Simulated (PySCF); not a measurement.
How methods differ on the electron affinity of Rb

Rb⁻ [Kr] 5s2 → Rb [Kr] 5s1 [5s1/2^1, M_J = 1/2], as a difference of total energies. Calculation: PySCF 2.14, in x2c-SVPall-2c with one added diffuse shell each of s, d type (7s7p7d1f, 70 functions); the two-component X2C-1e Hamiltonian. Correlated levels: [Ar] 3d10 frozen; the 6 highest virtual spinors dropped. "Screened" scales the spin-orbit matrix elements by Boettger's factors to mimic the two-electron term; Breit and QED terms are absent.

```
                    method  electron affinity (eV)  error (eV)
 GHF (screened spin-orbit)                  -0.071      -0.557
GMP2 (screened spin-orbit)                   0.282      -0.204
```

Reference: 0.486 eV (measured; photodetachment measurements, as compiled on the Wikipedia data page of electron affinities).

Errors of the correlated levels include the incompleteness of this basis, which has no added diffuse functions for the anion, and the frozen core.

A negative affinity means that the anion lies above the atom at that level of theory.
